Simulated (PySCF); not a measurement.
BCl₃: breathing scan

Method: PBE0/[B def2-TZVP, Cl def2-TZVP], no relativity, density fitting, PySCF.

Rigid scan from the singlet minimum (B–Cl 1.737 Å (×3); Cl–B–Cl 120.0° (×3)). Coordinate: all bonds to the central atom scaled together. Energies in kJ/mol from the minimum.

```csv
scale of all bonds to the centre,E (kJ/mol)
0.88,264.5
0.92,104.1
0.96,23.1
1.00,0.0
1.04,18.5
1.08,66.2
1.14,173.3
1.22,349.8
1.35,648.1
```

At long bonds a restricted determinant can lie too high, and another spin state can fall below this curve.

Other isomers or separated fragments may lie lower.

The scan took 18 s on 4 threads of a shared Intel Xeon Platinum 8488C (Sapphire Rapids) host; the process peaked at 1.7 GiB. Launch command: `OMP_NUM_THREADS=4 python axn.py task.json out`.
